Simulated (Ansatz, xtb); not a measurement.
# Two structures of AlFO2Si

Structure I: a singlet given by its coordinates. Structure II: `O=[Si](F)[O][Al]`, a singlet. Both are isolated molecules in the gas phase, relaxed with PBE0-D3(BJ)/def2-SVP; the shapes shown needn't be the lowest conformers.

I (Å):

```xyz
5

Al   -1.5049    0.2576    0.1692
F    -2.5672    1.4776   -0.1159
O    -0.4712   -0.7392   -0.8125
O    -0.9370   -0.5852    1.5810
Si    0.0700   -1.5512    0.5921
```

Close contacts (Å): Al1–F2 1.64, Al1–O3 1.74, Al1–O4 1.74, Al1–Si5 2.44, O3–Si5 1.71, O4–Si5 1.71.

II (Å):

```yaml
atoms:
  - { symbol: Al, position_ang: [-3.1911, 2.1743, -0.9154] }
  - { symbol: F, position_ang: [0.2664, -0.1037, -1.4805] }
  - { symbol: O, position_ang: [-0.4835, -0.6711, 1.1085] }
  - { symbol: O, position_ang: [-1.8537, 1.0847, -0.6493] }
  - { symbol: Si, position_ang: [-0.6986, 0.0532, -0.2098] }
```

Question: Estimate E(II) − E(I) at the level CCSD(T)/def2-SVP + ΔMP2/def2-TZVPP.

Answer: Calculated at CCSD(T)/def2-SVP + ΔMP2/def2-TZVPP: E(II) − E(I) = +32.8 kcal/mol, so structure I lies lower.

Level by level:

```json
{"level": "GFN2-xTB", "geometry": "GFN2-xTB", "E(II) − E(I) (kcal/mol)": "+18.9", "departure from the last row (kcal/mol)": "−14.0", "job, with rough time for the two": "optimisation, 0.12 s"}
{"level": "HF/STO-3G", "geometry": "GFN2-xTB", "E(II) − E(I) (kcal/mol)": "+87.6", "departure from the last row (kcal/mol)": "+54.8", "job, with rough time for the two": "single point, 0.36 s"}
{"level": "r2SCAN-D4/def2-SVP", "geometry": "GFN2-xTB", "E(II) − E(I) (kcal/mol)": "+38.4", "departure from the last row (kcal/mol)": "+5.6", "job, with rough time for the two": "single point, 4.7 s"}
{"level": "PBE0-D3(BJ)/def2-SVP", "geometry": "PBE0-D3(BJ)/def2-SVP", "E(II) − E(I) (kcal/mol)": "+35.9", "departure from the last row (kcal/mol)": "+3.0", "job, with rough time for the two": "optimisation, 33 s"}
{"level": "HF/def2-SVP", "geometry": "PBE0-D3(BJ)/def2-SVP", "E(II) − E(I) (kcal/mol)": "+31.7", "departure from the last row (kcal/mol)": "−1.1", "job, with rough time for the two": "part of the CCSD(T) run"}
{"level": "MP2/def2-SVP", "geometry": "PBE0-D3(BJ)/def2-SVP", "E(II) − E(I) (kcal/mol)": "+36.5", "departure from the last row (kcal/mol)": "+3.7", "job, with rough time for the two": "part of the CCSD(T) run"}
{"level": "CCSD(T)/def2-SVP", "geometry": "PBE0-D3(BJ)/def2-SVP", "E(II) − E(I) (kcal/mol)": "+35.5", "departure from the last row (kcal/mol)": "+2.6", "job, with rough time for the two": "single point"}
{"level": "CCSD(T)/def2-SVP + ΔMP2/def2-TZVPP", "geometry": "PBE0-D3(BJ)/def2-SVP", "E(II) − E(I) (kcal/mol)": "+32.8", "departure from the last row (kcal/mol)": "", "job, with rough time for the two": "single point, 17 s"}
```

None of the levels shown reverses the order. The largest departure from CCSD(T)/def2-SVP + ΔMP2/def2-TZVPP is that of HF/STO-3G, 54.8 kcal/mol. The last row adds to CCSD(T) the change of the MP2 difference between the two basis sets, here −2.6 kcal/mol.

With harmonic frequencies from PBE0-D3(BJ)/def2-SVP (ideal gas, rigid rotor, one conformer each, 400 K, 1 atm): on the last row, ΔE + ΔZPE = +32.6, ΔH = +33.1, ΔG = +30.3 kcal/mol.

The correlated steps freeze 13 core orbitals. Programs: Ansatz 0.2.0, xtb 6.7.1; the last row on 1 thread of Arm Neoverse V2 on a shared host.
